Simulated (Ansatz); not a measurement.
Reactions of ClFH₂NY, SMILES `[NH2][Y]([F])[Cl]`.

Calculated with Ansatz (gas phase, PBE0-D4/def2-TZVP geometries, no zero-point term in ΔE). CBS: MP2 limit from def2 TZ/QZ plus the TZ coupled-cluster correction, frozen cores. Double bonds are as drawn, so ΔE can hold a change between cis and trans. def2 core potentials past Kr. For Cd, Ga, In, Y outer-core shells are correlated without core-valence functions, which leaves a few kJ/mol of doubt a bond. Scalar relativity is left out up to krypton. Each species was taken in one conformer, which may not be the lowest.

Task: Order these by ΔE at CCSD(T)/CBS, lowest first. (Best estimate.)
A. `[NH2][Y]([F])[Cl]` + `[OH][InH2]` → `[OH][Y]([F])[Cl]` + `[NH2][InH2]`
B. `[NH2][Y]([F])[Cl]` + `[NH2][Cd][OH]` → `[NH2][Y]([NH2])[Cl]` + `[OH][Cd][F]`
C. `[NH2][Y]([F])[Cl]` + `C/C=C\F` → `[CH3][Y]([F])[Cl]` + `N/C=C\F`
D. `[NH2][Y]([F])[Cl]` + `C[N](C)[Ga]([F])[SH]` → `C[N](C)[Y]([NH2])[F]` + `[F][Ga]([SH])[Cl]`
E. `[NH2][Y]([F])[Cl]` + `O=C=C(O)F` → `[NH2][Y]([F])[F]` + `O=C=C(O)Cl`

Result: A (-56.1 kJ/mol), E (-26.9 kJ/mol), D (+77.2 kJ/mol), B (+89.7 kJ/mol), C (+147.5 kJ/mol).

Largest T1 diagnostic: 0.017, for `[OH][Cd][F]`.
